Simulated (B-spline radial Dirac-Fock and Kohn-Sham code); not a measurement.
# K-line shifts caused by a second vacancy in Ca²⁺

System: Ca²⁺ in the configuration 1s2 2s2 2p6 3s2 3p6, inside a Watson sphere of charge -2 and radius 1.8 Å (a model of the Madelung potential; inside it an electron's potential energy is raised by 16.0 eV).

Calculated with a B-spline atomic structure program, using Dirac-Fock ΔSCF + Breit + QED. Each two-hole energy is an average over J within one jj subconfiguration, not an observable level; in light atoms, where LS coupling holds, the j-resolved values are not observed lines, and for a K spectator the Kα1 hypersatellite is nearly forbidden. Correlation energy is missing from these numbers.

Lines without a spectator: Kα2 (K-L2) 3687.2 eV, Kα1 (K-L3) 3690.8 eV, Kβ3 (K-M2) 4014.7 eV, Kβ1 (K-M3) 4015.1 eV. Shifts in eV with one spectator hole (a dash: not computed, or left out as unreliable):

| spectator hole | Kα2 | Kα1 | Kβ3 | Kβ1 |
| --- | --- | --- | --- | --- |
| L2 (2p1/2) | +16.37 | +20.28 | – | +52.0 |
| L3 (2p3/2) | +19.43 | +18.40 | +51.1 | – |
| M2 (3p1/2) | – | +1.01 | +4.71 | +5.82 |
| M3 (3p3/2) | +0.94 | – | +5.67 | +5.35 |

Question: Where does the K-L3 hypersatellite lie, emitted when both K electrons are missing?

Answer: +205.5 eV from the normal line, at 3896.3 eV. Removing both K electrons costs 8376.0 eV, which is 278.3 eV more than twice the K binding energy. In light atoms the observed hypersatellite is the ¹S₀ → ¹P₁ component, which lies below this average, and the triplet component is nearly forbidden.

With n spectator holes in 2p, averaged over the 2p shell (energies in eV):

| n | KαLⁿ | step | hypersatellite KαʰLⁿ |
| --- | --- | --- | --- |
| 0 | 3689.6 | – | 3894.8 |
| 1 | 3708.6 | +19.0 | 3915.3 |
| 2 | 3729.1 | +20.4 | 3937.0 |
| 3 | 3750.8 | +21.8 | 3960.2 |
| 4 | 3774.0 | +23.2 | 3984.7 |
| 5 | 3798.5 | +24.5 | 4010.5 |
